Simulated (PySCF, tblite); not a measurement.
Isomers of C4H7F4Si (doublet state), one GFN2-xTB conformer each. Single-point energies are computed at B3LYP/pcH-1 (PySCF, gas phase, no added dispersion term), electronic only. GFN2-xTB treats the open shell by occupation alone, and not every SCF solution was tested for stability.

```json
{"SMILES": "CC[C](CF)[Si](F)(F)F", "GFN2-xTB relative energy (kJ/mol)": "0.0"}
{"SMILES": "C[CH][C@@H](CF)[Si](F)(F)F", "GFN2-xTB relative energy (kJ/mol)": "38.2"}
```

Conformers: `[CH3:1][CH2:2][C:3]([CH2:4][F:5])[Si:6]([F:7])([F:8])[F:9]` (doublet state) with C1–C2–C3–C4 178°, C2–C3–C4–F5 5°; `[CH3:1][CH:2][C@@H:3]([CH2:4][F:5])[Si:6]([F:7])([F:8])[F:9]` (doublet state) with C1–C2–C3–C4 136°, C2–C3–C4–F5 -66°.

Question: What does B3LYP/pcH-1 give for the same structures?

Answer: 
```tsv
SMILES	B3LYP/pcH-1 E (Eh)	B3LYP/pcH-1 (kJ/mol)	GFN2-xTB (kJ/mol)	point group
CC[C](CF)[Si](F)(F)F	-845.69647	0.0	0.0	near Cs
C[CH][C@@H](CF)[Si](F)(F)F	-845.69133	13.5	38.2	C1
```

Both levels put the same isomer lowest. Neighbours under 21 kJ/mol apart (CC[C](CF)[Si](F)(F)F and C[CH][C@@H](CF)[Si](F)(F)F) can change places with a better method, another conformer or zero-point energy.

Question: What happens when harmonic zero-point energies from GFN2-xTB frequencies are added?

Answer: 
```json
{"SMILES": "CC[C](CF)[Si](F)(F)F", "ZPE (kJ/mol)": "283.4", "electronic (kJ/mol)": "0.0", "with ZPE (kJ/mol)": "0.0"}
{"SMILES": "C[CH][C@@H](CF)[Si](F)(F)F", "ZPE (kJ/mol)": "280.0", "electronic (kJ/mol)": "13.5", "with ZPE (kJ/mol)": "10.1"}
```

The zero-point energies span 3.4 kJ/mol. The order is unchanged.
